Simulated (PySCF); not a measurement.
Isomers of C7H15NOSi, from PBE0-D3(BJ)/def2-SVP geometry optimisation, gas phase (PySCF). One conformer each, no zero-point energy, no frequencies.

**Question.** Which isomer lies lowest at this level?
A. `[CH2:1]1[CH2:2][CH2:3][N:4]([Si@@H:5]2[CH2:6][CH2:7][CH2:8][O:9]2)[CH2:10]1` with C3–N4–Si5–C6 -58°, C10–C1–C2–C3 1°, C1–C2–C3–N4 22°, C2–C3–N4–Si5 155°, N4–Si5–C6–C7 -87°: A = 2200, B = 742.2, C = 697.1 MHz, dipole 1.74 D
B. `[CH2:1]=[CH:2][CH2:3][C@@H:4]1[CH2:5][O:6][Si@H:7]([NH:8][CH3:9])[CH2:10]1` with C1–C2–C3–C4 -119°, C2–C3–C4–C5 -174°, O6–Si7–N8–C9 88°, C3–C4–C5–O6 -167°, C4–C5–O6–Si7 28°, C5–O6–Si7–N8 113°, O6–Si7–C10–C4 -17°: A = 2475, B = 528.2, C = 465.0 MHz, dipole 1.49 D
C. `CC[Si](CC)(CC)N=C=O` (SiEt3(NCO)): A = 935.6, B = 780.0, C = 778.9 MHz, dipole 3.09 D

**Answer.** C. That is SiEt3(NCO), `CC[Si](CC)(CC)N=C=O`, 13.5 kcal/mol below the next.

```json
{"SMILES": "CC[Si](CC)(CC)N=C=O", "mapped SMILES": "–", "E (Eh)": "-694.36443", "relative (kcal/mol)": "0.0", "relative (kJ/mol)": "0.0", "dipole (D)": "3.09"}
{"SMILES": "C1CCN([Si@@H]2CCCO2)C1", "mapped SMILES": "[CH2:1]1[CH2:2][CH2:3][N:4]([Si@@H:5]2[CH2:6][CH2:7][CH2:8][O:9]2)[CH2:10]1", "E (Eh)": "-694.34299", "relative (kcal/mol)": "13.5", "relative (kJ/mol)": "56.3", "dipole (D)": "1.74"}
{"SMILES": "C=CC[C@@H]1CO[Si@H](NC)C1", "mapped SMILES": "[CH2:1]=[CH:2][CH2:3][C@@H:4]1[CH2:5][O:6][Si@H:7]([NH:8][CH3:9])[CH2:10]1", "E (Eh)": "-694.31869", "relative (kcal/mol)": "28.7", "relative (kJ/mol)": "120.1", "dipole (D)": "1.49"}
```
